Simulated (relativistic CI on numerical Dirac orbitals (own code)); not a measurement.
Forbidden transitions in Zr36+

These numbers are calculated, not measured: Dirac-Coulomb-Breit CI, separate exchange-only KLI orbitals for each configuration, QED by a radiative potential, unscaled Slater integrals (own radial code, finite nucleus).

CI space (outside the closed core 1s2): 2s2, 2s 2p, 2p2, 2p 3s, 2p 3p, 2s 3s, 2s 3p, 2s 3d, 2s 4s, 2s 4p, 2s 4d, 2s 4f, 3s2, 3s 3p, 3p2. Levels of other configurations are missing.

```csv
λ vac (Å),Lower,Upper,Type,A (s⁻¹),gf,Branching (%)
4.4157,2s 2p 3P°_0 [2],2s 3p 3P°_2 [16],E2,1.43e+10,2.09e-04,16.3
4.4371,2s 2p 3P°_1 [3],2s 3p 3P°_2 [16],E2,2.75e+10,4.06e-04,31.2
4.5777,2s 2p 3P°_2 [4],2s 3p 3P°_2 [16],E2,2.41e+10,3.79e-04,27.4
4.6274,2s 2p 3P°_2 [4],2s 3p 3P°_0 [13],E2,6.96e+10,2.24e-04,61.0
4.6638,2s 2p 1P°_1 [6],2s 3p 3P°_2 [16],E2,4.31e+09,7.03e-05,4.9
144.40,2s 2p 3P°_1 [3],2s 2p 3P°_2 [4],M1,3.80e+06,5.94e-05,99.9
```

Terms are leading LS components. Brackets give the number of a level in order of energy, since labels repeat. The list gives strong lines, with weight on those to low levels, among the lowest 48 of 58 levels, so that lines to higher ones, which can be the strongest, are missing. Levels whose partners in the same complex of configurations lie outside the list can be far off, and so can their lines. Rates are taken at the computed energies, electric ones in the length gauge.

At this charge energies of transitions that change n are usually good to better than 1 %, and those within a shell (Δn = 0) to a few per cent.

LS names give the leading component of a level, which can be under half, so a name can repeat, a term be missing and a line seem to break the LS rules.
